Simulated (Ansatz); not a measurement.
## InHF (SMILES [F][InH]): methods side by side

InHF has 3 atoms, charge 0, and is taken as a doublet. As SMILES, `[F][InH]`. The coordinates come from a PBE0-D4/def2-TZVP relaxation.

```xyz
3

F     1.0884    0.9895    0.6943
In   -0.5225    0.3551   -0.2448
H    -0.5769   -1.4094   -0.4628
```

Each level gives the energy change with the F1–In2 bond stretched from 1.970 to 4.924 Å (eV). The values are calculated.

```tsv
level	kind	program	value (eV)	less FCI/STO-3G	CPU time (all runs)
UHF/STO-3G	Hartree–Fock	Ansatz	1.97	-0.59	6.5 s
UBHLYP/STO-3G	global hybrid	Ansatz	3.29	+0.73	15 s
UB2PLYP/STO-3G	double hybrid	Ansatz	3.40	+0.84	16 s
RPA@PBE/STO-3G	RPA	Ansatz	1.94	-0.62	41 s
UMP2/STO-3G	perturbation theory	Ansatz	2.47	-0.09	8.9 s
UBCCD(T)/STO-3G	coupled cluster or CI	Ansatz	2.52	-0.04	11 s
FCI/STO-3G	exact in the basis	Ansatz	2.56	0.00	13 s
```

FCI/STO-3G is exact within its basis and frozen core, so for wave-function methods in that basis the difference is their error; functionals converge differently with the basis, so for them it is only a difference. All-electron rows without a relativistic Hamiltonian named are non-relativistic. The first shape isn't each level's own minimum. The values span 1.94 to 3.40 eV. All rows use very small basis sets, so none should be taken for the real molecule's value. In the correlated wave-function rows the outer d shell of In is correlated, in sets not made for it. In so small a basis fixed costs decide the times, and correlated methods can beat functionals. CPU times are rough (shared hosts, several kinds of processor and program).
